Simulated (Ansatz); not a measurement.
Species, as SMILES: N[BH] (BH-NH2), doublet.
Atoms: B1, N2, H3, H4, H5. Bonds: B1-N2, B1-H3, N2-H4, N2-H5.

Basis-set convergence of the harmonic zero-point energy at PBE with Ansatz (a quantum-chemistry and plane-wave program). Each level at its own minimum, finite differences of forces, unscaled; the reference is a large set that could be run, not a limit. Cartesian d functions, on some or all atoms, in 6-31G*, 6-31G**; all else is spherical. The program fits the integrals of some runs and decomposes those of others, by size. Core-valence sets carry the plain set on hydrogen. Open shells are unrestricted. No added dispersion term, no relativity. Reference: the value in aug-pcseg-2, 22.23 kcal/mol, itself unsure by roughly 0.01 kcal/mol (its mean distance from aug-cc-pVTZ, def2-TZVPPD). Deviations are taken from unrounded values.

```tsv
basis	functions	harmonic zero-point energy (kcal/mol)	minus reference (kcal/mol)
STO-3G	13	24.09	1.86
3-21G	24	22.33	0.11
6-31G	24	22.68	0.45
6-31G*	36	22.28	0.06
6-31G**	45	22.32	0.10
6-311G**	54	22.26	0.04
def2-SVPD	64	22.20	-0.02
def2-TZVPD	101	22.20	-0.03
def2-TZVPPD	125	22.23	0.01
cc-pCVTZ	128	22.21	-0.02
```

The smallest set listed that lies within 0.2 kcal/mol of the reference with all its larger relatives (same family, alike in diffuse functions; a set with none counts only in the reference's own line) is 3-21G (24 functions, 0.11 kcal/mol off). Inside, with no larger relative to test it: cc-pCVTZ.
